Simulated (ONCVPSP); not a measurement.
## Before and after: ONCV potential for P (Z = 15)

```
Element                 : phosphorus
Generator               : ONCVPSP 4.0.1
Type                    : optimised norm-conserving Vanderbilt (ONCV)
Functional              : LDA (Perdew-Wang 92)
Relativity              : scalar-relativistic
Frozen core             : [He]
Valence charge          : 13
Reference configuration : 2s2 2p6 3s1.75 3p3.25
Partial waves           : 2s+3s: rc 0.70 bohr, ncon 3, nbas 8, qcut 19.8 1/bohr, 2 projectors; 2p+3p: rc 1.00 bohr, ncon 4, nbas 7, qcut 14.8 1/bohr, 2 projectors; d scattering state at 0.38 Ha: rc 0.95 bohr, ncon 3, nbas 6, qcut 11 1/bohr, 2 projectors, debl 1.9 Ha
Local potential         : polynomial inside 0.45 bohr (lpopt 4, dvloc0 6 Ha)
Core correction         : none
```

Change: s: qcut 13.1; p: qcut 9.8; d: qcut 7.3.

Cutoffs: the cutoffs (Ha) at which the residual kinetic energy of the hardest occupied pseudo-wave falls to 1 and 0.1 mHa per electron; they do not see the model core or the augmentation charge, which bear on the density cutoff. Errors are all-electron minus pseudo energies relative to the spin-unpolarised reference configuration.

Q: What does the change do?

A: The potential gets harder (119 Ha and 144 Ha → 145 Ha and 196 Ha); of the 4 tests that both files solve, the error grows in 2 and shrinks in 0 by more than 15 % and 0.3 meV (median size 1.9 → 2.6 meV); neither file shows a bound ghost.

| quantity | base | changed |
| --- | --- | --- |
| cutoff, loose | 119 Ha | 145 Ha |
| cutoff, tight | 144 Ha | 196 Ha |
| loose cutoff by channel | s 119 Ha, p 86 Ha | s 65 Ha, p 145 Ha |
| bound ghosts | none | none |
| GHOST(+) flags under 300 eV | none | none |
| error for 2s2 2p6 3s2 3p3, meV [ΔE -2.11 eV] | -0.1 | -0.1 |
| error for 2s2 2p6 3s2 3p2, meV [ΔE 7.70 eV] | +0.5 | +0.6 |
| error for 2s2 2p6 3s2 3p1, meV [ΔE 26.95 eV] | +3.3 | +4.5 |
| error for 2s2 2p5 3s2 3p3, meV [ΔE 138.23 eV] | +950 | +1646 |
| s: phases at 0.71 bohr within 0.05 rad from the reference energy up to (Ha; the scan ends near 5) | to the end of the scan | to the end of the scan |
| p: phases at 1.02 bohr within 0.05 rad from the reference energy up to (Ha; the scan ends near 5) | to the end of the scan | to the end of the scan |
| d: phases at 0.96 bohr within 0.05 rad from the reference energy up to (Ha; the scan ends near 5) | to the end of the scan | to the end of the scan |
